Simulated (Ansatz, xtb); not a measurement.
# Ligand exchange: CH3Br + C3H4BF → BrF + C4H7B

Species: CH3Br (bromomethane) `CBr`, singlet; C3H4BF `C#CB(C)F`, singlet; BrF (bromine fluoride), singlet; C4H7B `C#CB(C)C`, singlet. The partners trade CH3 for F: Br–CH3 and B–F bonds give way to Br–F and B–CH3.

Shapes, held fixed at every level: PBE0-D4/def2-TZVP. Programs: Ansatz 0.2.0, xtb 6.7.1. The zero-point and thermal change to 298 K, harmonic and unscaled (PBE0-D4/def2-TZVP), is -4.5 kJ/mol.

```json
{"level": "GFN1-xTB", "kind": "semi-empirical", "ΔH(298 K) (kJ/mol)": "+205.6", "less CCSD(T)/def2-TZVPP": "-116.1", "CPU time (sum over the molecules)": "0.13 s"}
{"level": "SPW92/def2-TZVPP", "kind": "LDA", "ΔH(298 K) (kJ/mol)": "+304.4", "less CCSD(T)/def2-TZVPP": "-17.3", "CPU time (sum over the molecules)": "11 s"}
{"level": "PBE0-D4/def2-TZVPP", "kind": "global hybrid", "ΔH(298 K) (kJ/mol)": "+309.6", "less CCSD(T)/def2-TZVPP": "-12.1", "CPU time (sum over the molecules)": "23 s"}
{"level": "r2SCAN0-D4/def2-TZVPP", "kind": "global hybrid", "ΔH(298 K) (kJ/mol)": "+323.6", "less CCSD(T)/def2-TZVPP": "+1.9", "CPU time (sum over the molecules)": "38 s"}
{"level": "wB97M-V/def2-TZVPP", "kind": "range-separated hybrid", "ΔH(298 K) (kJ/mol)": "+310.3", "less CCSD(T)/def2-TZVPP": "-11.4", "CPU time (sum over the molecules)": "88 s"}
{"level": "wB97X-V/def2-TZVPP", "kind": "range-separated hybrid", "ΔH(298 K) (kJ/mol)": "+309.5", "less CCSD(T)/def2-TZVPP": "-12.2", "CPU time (sum over the molecules)": "62 s"}
{"level": "MP2/def2-SVP", "kind": "perturbation theory", "ΔH(298 K) (kJ/mol)": "+346.8", "less CCSD(T)/def2-TZVPP": "+25.1", "CPU time (sum over the molecules)": "–"}
{"level": "CCSD/def2-TZVPP", "kind": "coupled cluster or CI", "ΔH(298 K) (kJ/mol)": "+325.5", "less CCSD(T)/def2-TZVPP": "+3.8", "CPU time (sum over the molecules)": "–"}
{"level": "CCSD(T)/def2-TZVPP", "kind": "coupled cluster or CI", "ΔH(298 K) (kJ/mol)": "+321.7", "less CCSD(T)/def2-TZVPP": "0.0", "CPU time (sum over the molecules)": "14 min"}
```

The highest level, CCSD(T)/def2-TZVPP, gives ΔH(298 K) = +321.7 kJ/mol; the levels span +205.6 to +346.8. GFN1-xTB strays far from the other rows. The column of differences is taken from that level and isn't an error. No measured value is set beside it here. Relativity is left out for Br. Outer-core shells of Br are correlated, in sets that cover them unevenly. Times are processor times on shared x86 and Arm servers, and rough.
